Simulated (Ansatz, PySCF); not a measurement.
Reaction (SMILES): C[Si](F)(F)Cl [chloro-difluoro-methylsilane] -> [CH3] (CH3) + F[Si](F)Cl (the C-Si bond at the site shown breaks; other sites are not compared here)
Geometries: B3LYP-D3(BJ)/def2-TZVP minima from Ansatz (a first-principles code). Frequencies are from Ansatz or PySCF.

Quantity: bond dissociation energy (enthalpy at 298 K, with B3LYP-D3(BJ) rigid-rotor harmonic-oscillator terms), in eV. Valence correlation only, unless marked. Open shells are spin-unrestricted. No spin-orbit coupling. Non-relativistic. CBS marks a two-point X^-3 extrapolation of the correlation energy; Hartree-Fock from the larger set. The bracket is a focal-point correction in the basis named.

| level | program | bond dissociation energy (eV) | minus last row |
|---|---|---|---|
| HF/6-31G* | Ansatz | 3.34 | -1.03 |
| HF-D3(BJ)/def2-TZVPD | PySCF + dftd3 | 3.53 | -0.84 |
| SVWN5/def2-TZVPD | Ansatz | 4.76 | 0.39 |
| B97M-V/def2-TZVPD | Ansatz | 4.30 | -0.07 |
| BHLYP-D4/def2-TZVPD | Ansatz + dftd4 | 4.13 | -0.24 |
| HSE06/def2-TZVPD | Ansatz | 4.12 | -0.25 |
| CAM-B3LYP-D4/def2-TZVPD | Ansatz + dftd4 | 4.19 | -0.18 |
| wB97X-V/def2-TZVPD | Ansatz | 4.37 | 0.00 |
| B2GP-PLYP-D4/def2-TZVPD | Ansatz + dftd4 | 4.22 | -0.15 |
| B2GP-PLYP/def2-TZVPD | Ansatz | 4.18 | -0.19 |
| B2PLYP-D4/def2-TZVPD | Ansatz + dftd4 | 4.18 | -0.19 |
| SCS-MP2/6-31G* | Ansatz | 4.27 | -0.10 |
| CCSD(T)/6-31G* | Ansatz | 4.21 | -0.16 |
| CCSD(T) with core electrons (1s frozen past Ne)/cc-pwCVTZ | Ansatz | 4.31 | -0.06 |
| RI-MP2/CBS(cc-pV(T+d)Z,cc-pV(Q+d)Z)+[CCSD(T)-MP2]/cc-pV(T+d)Z | Ansatz | 4.37 | 0.00 |
